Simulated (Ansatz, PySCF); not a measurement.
System: chlorosilane, sum formula SiH₃Cl, charge 0, multiplicity 1. SMILES: [SiH3]Cl
Coordinates optimised at B3LYP-D3(BJ)/def2-TZVP (Ansatz, an electronic-structure program):
```xyz
5

Si    -0.9899    -0.0500    -0.0380
Cl     1.0723     0.0541     0.0412
H     -1.3688    -1.0690    -1.0360
H     -1.5103     1.2742    -0.4302
H     -1.4910    -0.4257     1.2983
```

PBE beside other levels, property by property. Cores are frozen in the correlated levels unless marked. UHF or UKS for open shells. No spin-orbit coupling. Non-relativistic. CBS(X,Y): correlation extrapolated as X^-3; Hartree-Fock from the larger set. Rows marked 298 K are enthalpies with B3LYP-D3(BJ) harmonic zero-point and thermal terms from PySCF. Atomisation energies are electronic, to ground-state atoms; the column to compare with has the core term from cc-pwCVTZ added, other frozen-core levels have none. The coupled-cluster column (Ansatz) is a level with limits of its own: CCSD(T)/CBS(def2-TZVPPD,def2-QZVPPD).

```
property                                                                        PBE/def2-TZVPD (Ansatz)  r2SCAN-D4/def2-TZVPD (Ansatz + dftd4)  PBE0/def2-TZVPD (Ansatz)  HSE06/def2-TZVPD (Ansatz)  coupled cluster
------------------------------------------------------------------------------  -----------------------  -------------------------------------  ------------------------  -------------------------  ---------------
H-Si bond dissociation enthalpy, 298 K, to [SiH2]Cl + H atom (kcal/mol)                            85.1                                   86.8                      86.5                       86.5             92.3
Cl-Si bond dissociation enthalpy, 298 K, to [SiH3] (SiH3) + Cl atom (kcal/mol)                    106.8                                  106.7                     106.4                      106.5            110.3
atomisation energy (kcal/mol)                                                                     331.3                                  338.4                     331.9                      332.1            340.5
```

As the rows show:
- H-Si bond dissociation enthalpy, 298 K, to [SiH2]Cl + H atom: PBE lies 7.2 kcal/mol below coupled cluster.
- Cl-Si bond dissociation enthalpy, 298 K, to [SiH3] (SiH3) + Cl atom: PBE lies 3.5 kcal/mol below coupled cluster.
- atomisation energy: PBE lies 9.2 kcal/mol below coupled cluster.
